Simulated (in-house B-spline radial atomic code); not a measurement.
A calculation on the vanadium ion V⁺: its settings, and results tabulated from the run. Level of theory: Dirac-Kohn-Sham LC-wPBE, spherical fractional occupations, Fermi nucleus of rms radius 3.6002 fm; calculated with a radial B-spline atomic code at the basis-set limit.

Command:
```bash
python run_scf.py task.json out
```
Settings (nuclear radius in fm, mass in u):
```
Z                23
configuration    [Ar] 3d4
hamiltonian      dirac
method           lc_wpbe
spin_polarised   False
nucleus          fermi
rms_radius       3.6002
atomic_mass      50.94396
speed_of_light   137.035999084
```

Output (hartree, bohr):
```
 radial grid: 75 intervals, B-splines of order 8, outer radius 40.5882 bohr

 iter        energy (Eh)    residual
    1        -941.955372    3.20e-01
    2        -944.094588    3.50e-01
    3        -948.182920    5.60e-02
    4        -948.388707    2.26e-02
    5        -948.397231    4.83e-03
    6        -948.397591    3.31e-03
    7        -948.397927    1.78e-03
    8        -948.398073    2.72e-04
    9        -948.398076    3.79e-06
   10        -948.398076    2.22e-07

 total energy                      -948.39808
 kinetic                             958.7855
 electron-nucleus                  -2256.4131
 Hartree                             394.0145
 exact exchange                       -4.2756
 exchange-correlation                -40.5095

 first-order corrections (not in the total)
   Gaunt                             0.3368
   retardation                      -0.0287
   frequency dependence             -0.0006
   self-energy                       0.2222
   Uehling                          -0.0176
   Wichmann-Kroll                    0.0001
   recoil                            0.0080

 orbital      occ     eigenvalue          <r>       <r^2>       <1/r>       r_max    small
 1s1/2      2.000      -197.4935    0.0664266  0.00593438     22.8451     0.04348  6.80e-03
 2s1/2      2.000       -22.4849     0.307953    0.112174      4.8145      0.2555  1.20e-03
 2p1/2      2.000       -18.9979     0.272112   0.0913513      4.7494      0.2066  1.18e-03
 2p3/2      4.000       -18.7369     0.274885   0.0930846     4.68348      0.2088  1.17e-03
 3s1/2      2.000        -2.9454     0.956481     1.05772     1.47494      0.8224  2.47e-04
 3p1/2      2.000        -1.9891      1.02288     1.23707     1.34632      0.8447  2.13e-04
 3p3/2      4.000        -1.9589      1.03161     1.25828     1.33197      0.8513  2.10e-04
 3d3/2      1.600        -0.3111      1.58568     3.48206    0.898174      0.9199  1.07e-04
 3d5/2      2.400        -0.3090      1.59401     3.52061     0.89404      0.9228  1.06e-04
```

Run time, properties included: 4.7 s on 1 thread of Arm Neoverse V2 (shared host).

For the Dirac Hamiltonian the kinetic term is c α·p + (β - 1)c².

Caution: exact exchange at fractional occupations of open shells leaves self-interaction of up to several eV.
